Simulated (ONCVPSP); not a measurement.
What one change does to a pseudopotential (niobium, ONCV)

- Element: Nb
- Generator: ONCVPSP 4.0.1
- Type: optimised norm-conserving Vanderbilt (ONCV)
- Functional: LDA (Perdew-Zunger)
- Relativity: scalar-relativistic
- Frozen core: [Ar] 3d10
- Valence charge: 13
- Reference configuration: 4s2 4p6 4d4 5s1
- Partial waves: 4s+5s: rc 2.25 bohr, ncon 3, nbas 7, qcut 4.4 1/bohr, 3 projectors, debl 1.2 Ha; 4p: rc 1.75 bohr, ncon 5, nbas 9, qcut 7.3 1/bohr, 2 projectors, debl 3.2 Ha; 4d: rc 2.85 bohr, ncon 5, nbas 9, qcut 5.3 1/bohr, 2 projectors, debl 3.2 Ha
- Local potential: polynomial inside 1.50 bohr (lpopt 3, dvloc0 0 Ha)
- Core correction: none

All-electron outer shells of the reference configuration (LDA (Perdew-Zunger), scalar-relativistic, ld1.x):

```
shell  level (eV)  outermost node (bohr)  outermost maximum (bohr)
   3d     -196.60                      –                      0.33
   4s      -58.46                   0.53                      1.02
   4p      -34.61                   0.54                      1.12
   5s       -4.20                   1.40                      3.04
   4d       -3.21                   0.55                      1.51
```

Change: all radii scaled by about 0.93 (s 2.10, p 1.62, d 2.64 bohr); local potential polynomial inside 1.40 bohr (lpopt 3, dvloc0 0 Ha).

Cutoffs: the cutoffs (Ha) at which the residual kinetic energy of the hardest occupied pseudo-wave falls to 1 and 0.1 mHa per electron; they do not see the model core or the augmentation charge, which bear on the density cutoff. Errors are all-electron minus pseudo energies relative to the spin-unpolarised reference configuration.

Question: Predict the effect on cutoff, ghosts and configuration errors.

Answer: The potential gets harder (19 Ha and 24 Ha → 21 Ha and 28 Ha); of the 3 tests that both files solve, the error grows in 1 and shrinks in 2 by more than 15 % and 0.3 meV (median size 4.2 → 1.6 meV); neither file shows a bound ghost. A smaller radius makes the pseudo-wave follow the all-electron one further in, where it bends more sharply, so more plane waves are needed.

```tsv
quantity	base	changed
cutoff, loose	19 Ha	21 Ha
cutoff, tight	24 Ha	28 Ha
loose cutoff by channel	s 5.8 Ha, p 19 Ha, d 11 Ha	s 5.5 Ha, p 21 Ha, d 11 Ha
bound ghosts	none	none
GHOST(+) flags under 300 eV	none	none
tests with a reliable result	3 of 4	3 of 4
error for 4s2 4p6 4d4 5s0, meV [ΔE 6.92 eV]	-0.5	-1.1
error for 4s2 4p6 4d3 5s0, meV [ΔE 21.19 eV]	+4.2	-1.6
error for 4s2 4p6 4d3 5s1, meV [ΔE 7.21 eV]	+10.0	+4.7
```
